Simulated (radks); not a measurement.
Task: All-electron atom: the mercury ion Hg50+ in [Ar] 3d10 4s2. All-electron calculation, scalar-relativistic Kohn-Sham, PBEsol, spin-polarised, spherical densities, finite nucleus; Fermi nuclear charge, rms radius 5.4648 fm. Program: a radial shooting solver on a logarithmic mesh with Libxc functionals. Some entries of the table are withheld. Estimate them.

orbital  occ.  eigenvalue (hartree)  <1/r> (bohr^-1)
1s          2             -3154.308            97.50
2s          2             -639.7906              (1)
2p          6             -565.7356            20.32
3s          2             -221.9891              (2)
3p          6                   (3)            7.908
3d         10             -178.6232            7.437
4s          2                   (4)            4.282

Result: 
(1) 2s <1/r> (bohr^-1): 22.92
(2) 3s <1/r> (bohr^-1): 8.662
(3) 3p eigenvalue (hartree): -200.4225
(4) 4s eigenvalue (hartree): -109.0275
